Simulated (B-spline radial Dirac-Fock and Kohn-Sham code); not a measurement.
**Magnetic form factor of the 4f shell of Ho¹⁷⁺**

System: holmium as Ho¹⁷⁺, configuration [Kr] 4d10 4f4.

Input file task.json (cfg lists n, l and occupation; rrms is the nuclear radius in fm):

```json
{"items": [{
  "Z": 67,
  "q": 17,
  "cfg": [[1, 0, 2], [2, 0, 2], [2, 1, 6], [3, 0, 2], [3, 1, 6], [3, 2, 10], [4, 0, 2], [4, 1, 6], [4, 2, 10], [4, 3, 4]],
  "A": 165,
  "rrms": 5.2022,
  "do": ["scatter"],
  "s": [0.0, 0.05, 0.1, 0.15, 0.2, 0.25, 0.3, 0.35, 0.4, 0.45, 0.5, 0.6, 0.7, 0.8, 0.9, 1.0, 1.1, 1.2, 1.4, 1.6, 1.8, 2.0, 2.5, 3.0, 3.5, 4.0, 5.0, 6.0],
  "pz": [0, 0.1, 0.2, 0.3, 0.4, 0.5, 0.6, 0.8, 1.0, 1.2, 1.4, 1.6, 1.8, 2.0, 2.5, 3.0, 4.0, 5.0, 7.0, 10.0, 15.0, 20.0, 30.0, 40.0, 60.0, 100.0],
  "hv_scatter": [2000, 5000, 8047.8, 10000, 17479.3, 50000, 100000, 1000000]
}]}
```

Command: `python xray_run.py task.json out`

Method: Dirac-Fock orbitals of the configuration average with a finite nucleus. Computed with a radial B-spline solver. ⟨j_K⟩ is the integral of the 4f radial density with the spherical Bessel function j_K(4πsr), s = sin θ/λ.

Hund's rules give S = 2, L = 6, J = 4 for 4f4, so g = 0.600, and the dipole approximation is F = ⟨j0⟩ + C₂⟨j2⟩ with C₂ = (2 − g)/g = 2.333.

```csv
s (Å⁻¹),⟨j0⟩,⟨j2⟩,⟨j4⟩,⟨j6⟩,F (dipole)
0,1.0000,0.0000,0.0000,0.0000,1.0000
0.05,0.9927,0.0029,0.0000,0.0000,0.9995
0.1,0.9713,0.0114,0.0001,0.0000,0.9979
0.15,0.9366,0.0250,0.0003,0.0000,0.9949
0.2,0.8901,0.0428,0.0008,0.0000,0.9900
0.25,0.8338,0.0638,0.0019,0.0000,0.9827
0.3,0.7699,0.0868,0.0038,0.0001,0.9724
0.35,0.7008,0.1104,0.0065,0.0003,0.9585
0.4,0.6288,0.1336,0.0103,0.0005,0.9406
0.45,0.5561,0.1553,0.0152,0.0010,0.9185
0.5,0.4846,0.1746,0.0212,0.0017,0.8921
0.6,0.3515,0.2039,0.0357,0.0041,0.8272
0.7,0.2381,0.2190,0.0524,0.0080,0.7491
0.8,0.1481,0.2206,0.0693,0.0136,0.6627
0.9,0.0809,0.2111,0.0844,0.0207,0.5736
1,0.0337,0.1941,0.0965,0.0287,0.4866
1.1,0.0026,0.1727,0.1049,0.0370,0.4055
1.2,-0.0163,0.1495,0.1094,0.0449,0.3325
1.4,-0.0310,0.1053,0.1083,0.0580,0.2146
1.6,-0.0300,0.0694,0.0980,0.0656,0.1319
```

Radial moments of the shell: ⟨r²⟩ = 0.3958, ⟨r⁴⟩ = 0.2710, ⟨r⁶⟩ = 0.2873 in powers of bohr.
